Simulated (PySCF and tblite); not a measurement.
Values are calculated unless marked as measured or tabulated.
Stationary points of C5H4ClNO at GFN2-xTB, in Å:

Structure A

```
 1 C    -1.982   -0.289    0.579
 2 C    -1.155    0.240   -0.305
 3 C     0.300    0.088   -0.234
 4 C     1.116   -0.938   -0.777
 5 N     2.374   -0.735   -0.511
 6 O     2.461    0.407    0.204
 7 C     1.225    0.901    0.371
 8 Cl    1.046    2.340    1.242
 9 H    -1.622   -0.862    1.417
10 H    -3.048   -0.168    0.499
11 H    -1.524    0.814   -1.145
12 H     0.809   -1.796   -1.340
```

Structure B

```
 1 C    -2.037   -0.552    0.116
 2 C    -1.108    0.393    0.179
 3 C     0.306    0.162   -0.006
 4 C     1.022   -1.035   -0.285
 5 N     2.300   -0.816   -0.379
 6 O     2.507    0.507   -0.175
 7 C     1.323    1.092    0.047
 8 Cl    1.296    2.758    0.334
 9 H    -1.794   -1.582   -0.083
10 H    -3.078   -0.324    0.262
11 H    -1.375    1.421    0.380
12 H     0.640   -2.026   -0.414
```

Structure C

```
 1 C    -1.996    0.254    0.611
 2 C    -1.143   -0.267   -0.262
 3 C     0.295   -0.124   -0.225
 4 C     1.222   -0.678   -1.151
 5 N     2.449   -0.372   -0.848
 6 O     2.412    0.386    0.272
 7 C     1.133    0.538    0.648
 8 Cl    0.856    1.460    2.037
 9 H    -1.674    0.847    1.448
10 H    -3.057    0.099    0.510
11 H    -1.504   -0.859   -1.092
12 H     1.012   -1.279   -2.012
```

Level: PBE0/pcSseg-1 + D3(BJ) on GFN2-xTB stationary points, with GFN2-xTB thermal terms.

Q: Which structure is a saddle point, and along which motion?

A: A: one imaginary mode (98i cm⁻¹ at GFN2-xTB, mostly on C1, H9, H11), along the rotation about the C3–C2 bond (torsion C4–C3–C2–C1 from 0° to 180°, rising).

Q: Give their symmetry and energies above the lowest.

A: A C1, 4.3 kcal/mol; B Cs, 0.0 kcal/mol; C Cs, 1.1 kcal/mol.
